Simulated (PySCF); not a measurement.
# TDDFT excited states: Br2MoO2

Species: MoO2Br2 (singlet state).
SMILES: `[O]=[Mo](=[O])([Br])[Br]`

Theory: TDDFT CAM-B3LYP/def2-SVPD, vertical, gas phase, core orbitals frozen in the response, def2 core potentials past Kr in PySCF. Geometry: PBE0-D3(BJ)/def2-SVP; no solvent, vibrations or thermal averaging. Spin–orbit coupling is left out.

```json
{"state": "S1", "E (eV)": "4.04", "E (kJ/mol)": "389", "λ (nm)": "307.1", "f": "0.0000", "main configurations (H = HOMO, L = LUMO)": "H-1→L (99%)"}
{"state": "S2", "E (eV)": "4.21", "E (kJ/mol)": "406", "λ (nm)": "294.8", "f": "0.0015", "main configurations (H = HOMO, L = LUMO)": "H-2→L (87%), H-4→L (9%)"}
{"state": "S3", "E (eV)": "4.27", "E (kJ/mol)": "412", "λ (nm)": "290.1", "f": "0.051", "main configurations (H = HOMO, L = LUMO)": "H→L (81%), H-5→L (8%)"}
{"state": "S4", "E (eV)": "4.61", "E (kJ/mol)": "445", "λ (nm)": "268.8", "f": "0.0011", "main configurations (H = HOMO, L = LUMO)": "H-4→L (86%), H-2→L (11%)"}
{"state": "S5", "E (eV)": "4.72", "E (kJ/mol)": "455", "λ (nm)": "262.6", "f": "0.0039", "main configurations (H = HOMO, L = LUMO)": "H-3→L (72%), H-1→L+1 (18%)"}
{"state": "S6", "E (eV)": "4.73", "E (kJ/mol)": "456", "λ (nm)": "262.1", "f": "0.021", "main configurations (H = HOMO, L = LUMO)": "H-4→L+1 (66%), H-2→L+1 (24%)"}
{"state": "S7", "E (eV)": "4.99", "E (kJ/mol)": "481", "λ (nm)": "248.5", "f": "0.0015", "main configurations (H = HOMO, L = LUMO)": "H→L+1 (94%)"}
{"state": "S8", "E (eV)": "5.12", "E (kJ/mol)": "494", "λ (nm)": "242.2", "f": "0.0010", "main configurations (H = HOMO, L = LUMO)": "H→L+2 (67%), H-1→L+1 (29%)"}
{"state": "S9", "E (eV)": "5.12", "E (kJ/mol)": "494", "λ (nm)": "242.0", "f": "0.0003", "main configurations (H = HOMO, L = LUMO)": "H-2→L+2 (53%), H-4→L+2 (25%), H-3→L+1 (15%)"}
{"state": "S10", "E (eV)": "5.13", "E (kJ/mol)": "495", "λ (nm)": "241.5", "f": "0.010", "main configurations (H = HOMO, L = LUMO)": "H-5→L (76%)"}
```

Triplets, Tamm–Dancoff:

```
state  E (eV)  λ (nm)  main configurations (H = HOMO, L = LUMO)
   T1    3.70   334.7                                 H→L (98%)
   T2    3.86   320.8                  H-2→L (66%), H-4→L (28%)
   T3    3.89   318.9                               H-1→L (98%)
   T4    4.21   294.8                               H-3→L (91%)
```

The lowest singlet lies at 4.04 eV (307 nm, ultraviolet) and is dark (f under 0.0005); its leading configuration is HOMO-1→LUMO (99%). The most intense listed level is S3 at 4.27 eV (290 nm, f = 0.051), 0.24 eV above S1. S8/S9 lie within about 0.01 eV of each other. For S1 the Löwdin share of molybdenum is at most 3% in HOMO-1 and 58% in LUMO (ligand-to-metal charge transfer by this measure); for S3 the Löwdin share of molybdenum is at most 4% in HOMO and 58% in LUMO. Of the 10 states listed, 3 reach f = 0.01 and 2 stay under 0.0005. Weighted by f, the mean energy of these states is 4.52 eV. All these states lie below the vertical ionisation energy of 11.42 eV (ΔSCF). Only the lowest 10 singlets were computed, as vertical energies without vibronic structure.

On an Arm Neoverse V1 with one thread, no GPU (shared host), this took 2.4 min.
